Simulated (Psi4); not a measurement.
CHN, charge +1, doublet, geometry from GFN2-xTB (a state made from the parent by changing its charge; the spin is typed, not shown lowest); Psi4 with BLYP/3-21G.

Input for Psi4:
```
memory 2 GB

molecule mol {
1 2
  C    -0.000000   -0.000000   -0.483127
  N     0.000000    0.000000    0.641659
  H    -0.000000   -0.000000   -1.592853
symmetry c1
no_reorient
no_com
}

set basis 3-21g
set reference uks

energy('blyp')
print_variables()
```

What the program printed (banner, timings and long lists left out):

```
   => Loading Basis Set <=

    Name: 3-21G
    Role: ORBITAL
    Keyword: BASIS

         ---------------------------------------------------------
                                   SCF
               by Justin Turney, Rob Parrish, Andy Simmonett
                          and Daniel G. A. Smith
                              UKS Reference
         ---------------------------------------------------------

  ==> Geometry <==

    Molecular point group: c1
    Full point group: C_inf_v

    Geometry (in Angstrom), charge = 1, multiplicity = 2:

       Center              X                  Y                   Z               Mass
    ------------   -----------------  -----------------  -----------------  -----------------
         C            0.000000000000     0.000000000000    -0.483127000000    12.000000000000
         N            0.000000000000     0.000000000000     0.641659000000    14.003074004430
         H            0.000000000000     0.000000000000    -1.592853000000     1.007825032230

  Running in c1 symmetry.

  Rotational constants: A = ************  B =      1.51551  C =      1.51551 [cm^-1]
  Rotational constants: A = ************  B =  45433.82811  C =  45433.82811 [MHz]
  Nuclear repulsion =   24.278571795164694

  Charge       = 1
  Multiplicity = 2
  Electrons    = 13
  Nalpha       = 7
  Nbeta        = 6

  ==> Algorithm <==

  SCF Algorithm Type is DF.
  DIIS enabled.
  MOM disabled.
  Fractional occupation disabled.
  Guess Type is SAD.
  Energy threshold   = 1.00e-06
  Density threshold  = 1.00e-06
  Integral threshold = 1.00e-12

  ==> Primary Basis <==

  Basis Set: 3-21G
    Blend: 3-21G
    Number of shells: 12
    Number of basis functions: 20
    Number of Cartesian functions: 20
    Spherical Harmonics?: false
    Max angular momentum: 1

  ==> DFT Potential <==

   => LibXC <=

    Version 7.1.2
    S. Lehtola, C. Steigemann, M. J. T. Oliveira, and M. A. L. Marques,  SoftwareX 7, 1–5 (2018) (10.1016/j.softx.2017.11.002)

   => Composite Functional: BLYP <=

    BLYP GGA Exchange-Correlation Functional

    P.J. Stephens et. al., J. Phys. Chem., 98, 11623-11627, 1994
    B. Miehlich et. al., Chem. Phys. Lett., 157(3), 200-206 1989

    Deriv               =              1
    GGA                 =           TRUE
    Meta                =          FALSE

    Exchange Hybrid     =          FALSE
    MP2 Hybrid          =          FALSE

   => Exchange Functionals <=

    1.0000     XC_GGA_X_B88

   => Correlation Functionals <=

    1.0000     XC_GGA_C_LYP

   => LibXC Density Thresholds  <==

    XC_GGA_C_LYP:  1.00E-14
    XC_GGA_X_B88:  1.00E-15

   => Molecular Quadrature <=

    Radial Scheme          =       TREUTLER
    Pruning Scheme         =           NONE
    Nuclear Scheme         =       TREUTLER

    Blocking Scheme        =         OCTREE
    BS radius alpha        =              1
    Pruning alpha          =              1
    Radial Points          =             75
    Spherical Points       =            302
    Total Points           =          64002
    Total Blocks           =            548
    Max Points             =            255
    Max Functions          =             20
    Weights Tolerance      =       1.00E-15

   => Loading Basis Set <=

    Name: (3-21G AUX)
    Role: JKFIT
    Keyword: DF_BASIS_SCF

  ==> Integral Setup <==

  SCF_SUBTYPE=INCORE selected. In-core MEM_DF algorithm will be used.
  Using in-core AOs.

  ==> MemDFJK: Density-Fitted J/K Matrices <==

    J tasked:                   Yes
    K tasked:                    No
    wK tasked:                   No
    Algorithm:                 Core
    Schwarz Cutoff:           1E-12
    Mask sparsity (%):       0.0000
    Fitting Condition:        1E-10

   => Auxiliary Basis Set <=

  Basis Set: (3-21G AUX)
    Blend: DEF2-UNIVERSAL-JKFIT
    Number of shells: 56
    Number of basis functions: 202
    Number of Cartesian functions: 202
    Spherical Harmonics?: false
    Max angular momentum: 4

[...]
    Using symmetric orthogonalization.

  ==> Pre-Iterations <==

  SCF Guess: Superposition of Atomic Densities via on-the-fly atomic UHF (no occupation information).

   -------------------------
    Irrep   Nso     Nmo
   -------------------------
     A         20      20
   -------------------------
    Total      20      20
   -------------------------

  ==> Iterations <==

                           Total Energy        Delta E     RMS |[F,P]|

   @DF-UKS iter SAD:   -92.49757876960602   -9.24976e+01   0.00000e+00
   @DF-UKS iter   1:   -92.34948729014198    1.48091e-01   9.98768e-03 ADIIS/DIIS
   @DF-UKS iter   2:   -92.10022673569718    2.49261e-01   3.90367e-02 ADIIS/DIIS
   @DF-UKS iter   3:   -92.35754097028891   -2.57314e-01   1.15371e-02 ADIIS/DIIS
   @DF-UKS iter   4:   -92.37906832733204   -2.15274e-02   4.73533e-03 ADIIS/DIIS
   @DF-UKS iter   5:   -92.38317919008210   -4.11086e-03   1.20373e-03 ADIIS/DIIS
   @DF-UKS iter   6:   -92.38345033842816   -2.71148e-04   3.05816e-04 ADIIS/DIIS
   @DF-UKS iter   7:   -92.38347893459981   -2.85962e-05   2.76318e-05 DIIS
   @DF-UKS iter   8:   -92.38347975079546   -8.16196e-07   9.02854e-06 DIIS
   @DF-UKS iter   9:   -92.38347976918213   -1.83867e-08   7.24935e-07 DIIS
  Energy and wave function converged.

  ==> Post-Iterations <==

   Electrons on quadrature grid:
      Nalpha   =    6.9999993746 ; deviation = -6.254e-07
      Nbeta    =    5.9999994642 ; deviation = -5.358e-07
      Ntotal   =   12.9999988387 ; deviation = -1.161e-06

   @Spin Contamination Metric:   1.301225775E-02
   @S^2 Expected:                7.500000000E-01
   @S^2 Observed:                7.630122577E-01
   @S   Expected:                5.000000000E-01
   @S   Observed:                5.000000000E-01

    Orbital Energies [Eh]
    ---------------------

    Alpha Occupied:

[...]
       7A     -0.725064

    Alpha Virtual:

[...]
      20A      2.251392

    Beta Occupied:

[...]
    Beta Virtual:

[...]
    Final Occupation by Irrep:
              A
    DOCC [     6 ]
    SOCC [     1 ]
    NA   [     7 ]
    NB   [     6 ]

  @DF-UKS Final Energy:   -92.38347976918213

   => Energetics <=

    Nuclear Repulsion Energy =             24.2785717951646944
    One-Electron Energy =                -167.0622400986622438
    Two-Electron Energy =                  62.5760835413514300
    DFT Exchange-Correlation Energy =     -12.1758950070360079
    Empirical Dispersion Energy =           0.0000000000000000
    VV10 Nonlocal Energy =                  0.0000000000000000
    Total Energy =                        -92.3834797691821308

  UHF NO Occupations:
  HONO-2 :    5  A 1.9968286
  HONO-1 :    6  A 1.9968283
  HONO-0 :    7  A 1.0000000
  LUNO+0 :    8  A 0.0031717
  LUNO+1 :    9  A 0.0031714
  LUNO+2 :   10  A 0.0001213
  LUNO+3 :   11  A 0.0000516

Computation Completed

Properties will be evaluated at   0.000000,   0.000000,   0.000000 [a0]

Properties computed using the SCF density matrix

 Multipole Moments:

 ------------------------------------------------------------------------------------
     Multipole            Electronic (a.u.)      Nuclear  (a.u.)        Total (a.u.)
 ------------------------------------------------------------------------------------

 L = 1.  Multiply by 2.5417464519 to convert [e a0] to [Debye]
 Dipole X            :          0.0000000            0.0000000            0.0000000
 Dipole Y            :          0.0000000            0.0000000            0.0000000
 Dipole Z            :         -0.6405822           -0.0000038           -0.6405860
 Magnitude           :                                                    0.6405860

 ------------------------------------------------------------------------------------

  Variable Map:
  ----------------------------------------------------------------------------
[...]
  Array Variable Map:
  ----------------------------------------------------------------------------
[...]
[...]
```
